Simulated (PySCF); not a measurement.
**H₂TcO: fields on a plane**

Level of theory: UPBE0 in PySCF with Tc def2-TZVP with ECP28, O def2-TZVP, H def2-TZVP; scalar-relativistic core potentials, no spin–orbit coupling; density-fitted integrals.

The quartet minimum has Tc–H 1.656 Å (×2), Tc–O 1.667 Å; H–Tc–H 110.0°, H–Tc–O 112.3° (×2).

The plane holds Tc1 at (0.00, 0.00), O2 at (1.67, 0.00), H3 at (-0.63, 1.53) Å. Columns run from x = -2.55 to 4.05 Å, rows from y = 3.75 (top) to -1.95 Å, in steps of 0.3 Å. Other isomers or separated fragments may lie lower. Core electrons replaced by a potential are absent, the electrostatic potential uses the reduced nuclear charge, and values within about 0.7 Å of such atoms have no physical meaning.

Q: Give the electrostatic potential (V) (cut at 20 V). Lower edges of the bins (V): '0' -1.23, '1' -1.10, '2' -0.91, '3' -0.59, '4' -0.09, '5' 0.70, '6' 1.95, '7' 3.94, '8' 7.09, '9' 12.09; top 20.0.

A: 
```
44444444433333333333333
44444444333333333333333
44444444333333333333333
44444444433333333333333
44444444443333333333333
44444566544433333333333
44445788654443322222333
44456899865543321122233
44456899877654311012223
45556789998765431001222
55566899999977774200122
55667899999999997400122
55678999999999999510122
55678999999999999510122
55667999999999997410122
55567899999987775201122
55556788998865432111223
45555667777664321112223
44555556666654332222233
44445555555544333333333
```

Q: Give the spin density (e/Å³) (cut at ±0.5 e/Å³). Lower edges of the bins (e/Å³): '0' -0.145, '1' -0.080, '2' -0.016, '3' 0.049, '4' 0.113, '5' 0.178, '6' 0.242, '7' 0.307, '8' 0.371, '9' 0.435; top 0.50.

A: 
```
22222222222222222222222
22222222222222222222222
22222222222222222222222
22222222222222222222222
22222222222222222222222
22222222222222222222222
22222211122222222222222
22222110122222222222222
22222211122222222222222
22222222243222222222222
22222233698322222222222
22222246999412542222222
22222248347310921222222
22222236339311901222222
22222359987313532222222
22222359953222322222222
22222345532222222222222
22222233332222222222222
22222222222222222222222
22222222222222222222222
```

Open d and f shells are described by one determinant, and the ground state may have another occupation or spin.
